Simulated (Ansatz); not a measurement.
`[CH3][GeH2][TeH]` + `FC[SiH3]` → `FC([SiH3])[TeH]` + `[CH3][GeH3]` at 298.15 K and 1 bar (formal exchange of groups at a Te–Ge bond).

Gas-phase electronic energies from Ansatz, PBE0-D4/def2-TZVP geometries. CCSD(T)/CBS adds triple-zeta CCSD(T) − MP2 to the extrapolated MP2 energy (def2 sets, frozen cores). def2 core potentials past Kr. For Ge, Te outer-core shells are correlated without core-valence functions, which leaves a few kJ/mol of doubt a bond. Scalar relativity is left out up to krypton.

```tsv
species	CCSD(T)/CBS energy (Eh)	H − E (kJ/mol)	S (J/(mol·K))
`[CH3][GeH2][TeH]`	-2385.52242	175.2	350.5
`FC[SiH3]`	-429.90570	157.3	287.8
`FC([SiH3])[TeH]`	-697.62294	153.3	349.9
`[CH3][GeH3]`	-2117.76728	170.1	269.4
```

H − E and S are ideal-gas, rigid-rotor, harmonic terms from PBE0-D4/def2-TZVP, for one conformer and one mirror image of each species. 1 Eh = 2625.50 kJ/mol, R = 8.31446 J/(mol·K).

By hand: ΔE, ΔH, ΔS and ΔG.

ΔE = (-697.62294) + (-2117.76728) − (-2385.52242) − (-429.90570) = 0.03790 Eh = 99.5 kJ/mol. Δ(H − E) = 153.3 + 170.1 − 175.2 − 157.3 = -9.1, so ΔH = 90.4 kJ/mol. ΔS = 349.9 + 269.4 − 350.5 − 287.8 = -19.0 J/(mol·K). ΔG = 90.4 − 298.15 × (-19.0)/1000 = 96.1 kJ/mol.

By hand: the equilibrium constant, and the temperature at which ΔG would vanish if ΔH and ΔS stayed fixed.

log₁₀ K = −ΔG/(RT ln 10) = -16.8. ΔH and −TΔS have one sign here, so there is no such temperature.

ΔH outweighs TΔS. A doubt of 5 kJ/mol in ΔE shifts log₁₀ K by 0.9 here. Other conformers and mirror images would add mixing entropy, several J/(mol·K) or more a flexible species. These are equilibria of isolated gas molecules and say nothing of rates. Largest T1 diagnostic: 0.012 (customary marks: 0.02 for closed shells, 0.045 for open ones).
